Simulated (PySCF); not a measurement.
Si(F)(NMe2) (C₂H₆FNSi), SMILES CN(C)[Si]F (connectivity only; charge and spin as stated), neutral, multiplicity 1.

Coordinates come from a PBE-D3(BJ)/def2-SVP optimisation. One conformer was computed; it need not be the lowest.

The numbers are results of PySCF with SMD-ωB97X/def2-SVP, not measurements.

Solvation free energies are E(SMD) − E(gas) at the gas-phase geometry, for 1 M in both phases. In vacuum the dipole moment is 2.43 D.

```tsv
solvent	ΔG(solv) (kcal/mol)	its non-electrostatic (CDS) part	dipole (D)
water	-0.3	2.9	3.23
ethanol	-3.5	-0.4	3.20
dichloromethane	?	?	?
```

### Question
Some entries are withheld; supply them. (Estimate from the structure and the level; the computed values follow.)

### Answer

- dichloromethane, ΔG(solv) (kcal/mol): -4.0
- dichloromethane, its non-electrostatic (CDS) part: -1.2
- dichloromethane, dipole (D): 3.11
